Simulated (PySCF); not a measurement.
(1Z,3Z)-1,4-difluorobuta-1,3-diene (C4H4F2), SMILES F/C=C\C=C/F. Atoms are numbered in the order given.

```xyz
10

F      0.5083    -2.4568     0.0000
C     -0.6120    -1.7384     0.0000
C     -0.6022    -0.4017     0.0000
C      0.6022     0.4017     0.0000
C      0.6120     1.7384     0.0000
F     -0.5083     2.4568     0.0000
H     -1.5134    -2.3564     0.0000
H     -1.5704     0.1032     0.0000
H      1.5704    -0.1032     0.0000
H      1.5134     2.3564     0.0000
```
Charge 0, spin multiplicity 1.

Geometry: PBE0-D3(BJ)/def2-SVP. The values are those of a single conformer.

Calculation: TDDFT-CAM-B3LYP/def2-SVPD (PySCF).

Vertical excitations. The molecule is in vacuum. State labels are in the subgroup C2h.

```csv
state,symmetry,energy (eV),λ (nm),f,main pairs
S1,Bu,5.81,213,0.671,HOMO→LUMO 99 %
S2,Bg,6.46,192,0.000,HOMO→LUMO+1 95 %
S3,Au,6.83,182,0.030,HOMO→LUMO+2 90 %
S4,Au,7.24,171,0.002,HOMO→LUMO+3 90 %
S5,Ag,7.58,164,0.000,"HOMO−1→LUMO 62 %, HOMO→LUMO+5 37 %"
S6,Bg,7.94,156,0.000,HOMO→LUMO+4 86 %
S7,Ag,8.17,152,0.000,"HOMO→LUMO+5 61 %, HOMO−1→LUMO 36 %"
S8,Au,8.18,152,0.002,HOMO−2→LUMO 94 %
S9,Bg,8.49,146,0.000,HOMO→LUMO+6 82 %
S10,Au,8.63,144,0.001,HOMO−3→LUMO 96 %
T1,Bu,3.11,399,0,HOMO→LUMO 94 %
T2,Ag,5.12,242,0,"HOMO−1→LUMO 56 %, HOMO→LUMO+5 37 %"
T3,Bg,6.33,196,0,HOMO→LUMO+1 92 %
T4,Au,6.71,185,0,HOMO→LUMO+2 90 %
```
Triplets are in the Tamm–Dancoff approximation, which puts them higher than full response would, so one can lie above its singlet here.
